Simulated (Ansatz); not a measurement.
Cartesian coordinates (Å):
```xyz
6

O      1.0888     0.3245     0.0428
C     -0.1642     0.4813     0.0473
O     -1.0630    -0.4003    -0.0504
H      1.4381    -0.5822    -0.0459
H     -0.5144     1.5080     0.1483
H     -0.7854    -1.3312    -0.1421
```
Charge +1, spin multiplicity 1.

Method: frozen-core CCSD(T)/cc-pVTZ // PBE0-D4/def2-TZVP in Ansatz (a quantum-chemistry and plane-wave program).

```
Item                           Result
----------------------  -------------
HF energy               -189.14138 Ha
MP2 correlation energy    -0.61663 Ha
```

Q: Estimate the CCSD correlation energy, the (T) correction, the total energy and the T1 diagnostic.

A: 
| Property | Value |
|---|---|
| CCSD correlation energy | -0.62723 Ha |
| (T) correction | -0.02440 Ha |
| CCSD(T) total energy | -189.79301 Ha |
| T1 diagnostic | 0.016 |
